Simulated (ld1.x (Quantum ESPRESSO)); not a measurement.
**Logarithmic derivatives: Tl (Z = 81), PAW**

- Element: Tl
- Generator: ld1.x (Quantum ESPRESSO) 7.5
- Type: PAW
- Functional: PBE
- Relativity: scalar-relativistic
- Frozen core: [Xe] 4f14
- Valence charge: 13
- Reference configuration: 5d10 6s2 6p0.75 (charge +0.25)
- Partial waves: 6s (bound): rcut 1.95, rcutus 2.20 bohr; 6s channel at -0.25 Ry: rcut 1.95, rcutus 2.20 bohr; 6p (bound): rcut 2.40, rcutus 2.65 bohr; 6p channel at 3.65 Ry: rcut 2.40, rcutus 2.65 bohr; 5d (bound): rcut 0.95, rcutus 1.35 bohr; 5d channel at -0.25 Ry: rcut 0.95, rcutus 1.35 bohr
- Local potential: all-electron potential smoothed inside 1.55 bohr (lloc = -2)
- Core correction: a·sin(br)/r model core inside 0.78 bohr
- Augmentation charge: PSQ, inside the norm-conserving radii

The phase is arctan(r·u′/u) with u = r·R(r), unwrapped; energies in Ry, scanned from -3 to 5 Ry. A pole is an energy at which the radial function vanishes at the test radius. The pseudo phase is shifted by a multiple of π to meet the all-electron one at the reference energy, and phase errors are pseudo minus all-electron; the curves can meet again beyond the range given. Levels narrower than the energy grid can be missing from the lists of poles.

Q: For each channel, where are the poles, and over which energies does the pseudopotential scatter like the atom?

A:

| channel | radius (bohr) | reference energy (Ry) | poles, all-electron | poles, pseudo | unbroken range about the reference energy with phases within 0.05 rad | phase error 1 Ry above the reference energy (rad) |
| --- | --- | --- | --- | --- | --- | --- |
| s | 2.89 | -0.82 | 0.12 | 0.12, 1.17 | below 1.1 | -0.000 |
| p | 2.89 | -0.27 | 1.55 | 1.54 | below 4.5 | -0.001 |
| d | 2.89 | -1.26 | -1.15, 3.93 | -1.15, 3.93 | the whole range | -0.000 |

Phases in the p channel:

| E (Ry) | all-electron | pseudo |
| --- | --- | --- |
| -3.00 | 1.343 | 1.342 |
| -2.52 | 1.315 | 1.314 |
| -2.04 | 1.273 | 1.273 |
| -1.56 | 1.206 | 1.205 |
| -1.08 | 1.073 | 1.073 |
| -0.60 | 0.709 | 0.708 |
| -0.12 | -0.469 | -0.469 |
| 0.36 | -1.215 | -1.215 |
| 0.84 | -1.435 | -1.436 |
| 1.32 | -1.537 | -1.538 |
| 1.80 | -1.603 | -1.604 |
| 2.28 | -1.656 | -1.657 |
| 2.76 | -1.710 | -1.711 |
| 3.24 | -1.777 | -1.777 |
| 3.72 | -1.881 | -1.881 |
| 4.20 | -2.102 | -2.108 |
| 4.68 | -2.799 | -2.950 |
